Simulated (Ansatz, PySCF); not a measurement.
System: CF, net charge 1, singlet state. SMILES: [C][F+]
Geometry from a B3LYP-D3(BJ)/def2-TZVP (Ansatz, a quantum-chemistry and plane-wave program) optimisation:
```xyz
2

C      0.0000     0.0000    -0.6936
F      0.0000     0.0000     0.4624
```
Charge +1, spin multiplicity 1.

Wanted: vertical triplet-singlet gap, E(triplet) - E(singlet), in eV. Set-up: frozen cores in correlated levels; non-relativistic; no spin-orbit coupling; six Cartesian d functions in 6-31G* and its kin unless marked 5d; each state is the SCF solution reached for its charge and spin; 6-311+G** with 5d; open shells spin-unrestricted. Ab initio and DFT rows: single points at B3LYP-D3(BJ) geometries (Ansatz). Levels can end on unlike triplets.

```
level               program  vertical triplet-singlet gap, E(triplet) - E(singlet) (eV)
------------------  -------  ----------------------------------------------------------
HF/6-311+G**         Ansatz                                                        3.56
PBE/6-31G*           Ansatz                                                        4.65
PBE/6-311+G**        Ansatz                                                        4.57
B3LYP/3-21G          Ansatz                                                        4.59
B3LYP/6-31G*         Ansatz                                                        4.73
M06-2X/6-31G* (5d)    PySCF                                                        4.82
MP2/6-311+G**        Ansatz                                                        4.64
PBE/def2-TZVPD       Ansatz                                                        4.58
wB97X-V/def2-TZVPD   Ansatz                                                        4.88
```

No value to compare with is used here. The 7 habitual levels span 3.56 (HF/6-311+G**) to 4.82 eV (M06-2X/6-31G* (5d)); wB97X-V/def2-TZVPD gives 4.88.

The levels are drawn from those run, B3LYP/6-31G* more often than the rest, none by its result; left out are runs that failed, that the program found above a lower state of the same kind, or whose <S^2> lies over 0.5 above the pure value.
